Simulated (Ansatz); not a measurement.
`S[CH2][SbH2]` + H₂ → `[CH3][SbH2]` + H₂S at 298.15 K and 1 bar (hydrogenolysis of a C–S bond).

Isolated molecules relaxed with PBE0-D4/def2-TZVP in Ansatz; ΔE leaves out vibrations. CBS: MP2 limit from def2 TZ/QZ plus the TZ coupled-cluster correction, frozen cores. This one scheme is used for every species. Elements past krypton have def2 core potentials. For Sb outer-core shells are correlated without core-valence functions, which leaves a few kJ/mol of doubt a bond. Each species was taken in one conformer, which may not be the lowest.

```tsv
species	CCSD(T)/CBS energy (Eh)	H − E (kJ/mol)	S (J/(mol·K))
`S[CH2][SbH2]`	-678.82327	148.5	332.3
H₂	-1.17544	35.1	130.4
`[CH3][SbH2]`	-281.05548	144.1	284.1
H₂S	-398.97279	49.9	205.7
```

H − E and S are ideal-gas, rigid-rotor, harmonic terms from PBE0-D4/def2-TZVP, for one conformer and one mirror image of each species. The MP2-based limit puts H₂ 0.8 mEh under its directly extrapolated value; such offsets cancel only in part. 1 Eh = 2625.50 kJ/mol, R = 8.31446 J/(mol·K).

Q: By hand: ΔE, ΔH, ΔS and ΔG.

A: ΔE = (-281.05548) + (-398.97279) − (-678.82327) − (-1.17544) = -0.02956 Eh = -77.6 kJ/mol. Δ(H − E) = 144.1 + 49.9 − 148.5 − 35.1 = 10.4, so ΔH = -67.2 kJ/mol. ΔS = 284.1 + 205.7 − 332.3 − 130.4 = 27.1 J/(mol·K). ΔG = -67.2 − 298.15 × (27.1)/1000 = -75.3 kJ/mol.

Q: By hand: the equilibrium constant, and the temperature at which ΔG would vanish if ΔH and ΔS stayed fixed.

A: log₁₀ K = −ΔG/(RT ln 10) = 13.2. ΔH and −TΔS have one sign here, so there is no such temperature.

ΔH outweighs TΔS. A doubt of 5 kJ/mol in ΔE shifts log₁₀ K by 0.9 here. Other conformers and mirror images would add mixing entropy, several J/(mol·K) or more a flexible species. These are equilibria of isolated gas molecules and say nothing of rates. Largest T1 diagnostic: 0.013 (customary marks: 0.02 for closed shells, 0.045 for open ones).
